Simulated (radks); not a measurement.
Task: Species: Er2+. Configuration: [Xe] 4f11 6p1 (not the ground configuration). All-electron calculation, Dirac Kohn-Sham, BLYP, spin-unpolarised, spherical densities, finite nucleus; open shells are shared between the two j in proportion to 2j + 1; Fermi nuclear charge, rms radius 5.2516 fm. Program: a radial shooting solver on a logarithmic mesh with Libxc functionals. Some entries of the table are withheld. Estimate them.

orbital      occ.  eigenvalue (hartree)  <r> (bohr)
1s1/2           2             -2106.660     0.02037
2s1/2           2             -354.5020     0.08590
2p1/2           2             -337.7561     0.07146
2p3/2           4             -304.0528     0.07874
3s1/2           2                   (1)      0.2249
3p1/2           2             -72.80378      0.2146
3p3/2           4             -65.72666      0.2283
3d3/2           4             -53.11707      0.2013
3d5/2           6             -51.57038      0.2055
4s1/2           2             -16.55892      0.5077
4p1/2           2             -13.61558      0.5165
4p3/2           4             -12.01717      0.5479
4d3/2           4                   (2)      0.5757
4d5/2           6                   (3)      0.5868
5s1/2           2              -2.71806       1.231
5p1/2           2              -1.89993         (4)
5p3/2           4              -1.68541         (5)
4f5/2     4.71429              -1.03366      0.7626
4f7/2     6.28571              -0.99116      0.7758
6p1/2    0.333333              -0.48730       3.698
6p3/2    0.666667              -0.45879       3.896

Result: 
(1) 3s1/2 eigenvalue (hartree): -80.16338
(2) 4d3/2 eigenvalue (hartree): -7.16684
(3) 4d5/2 eigenvalue (hartree): -6.87557
(4) 5p1/2 <r> (bohr): 1.373
(5) 5p3/2 <r> (bohr): 1.472
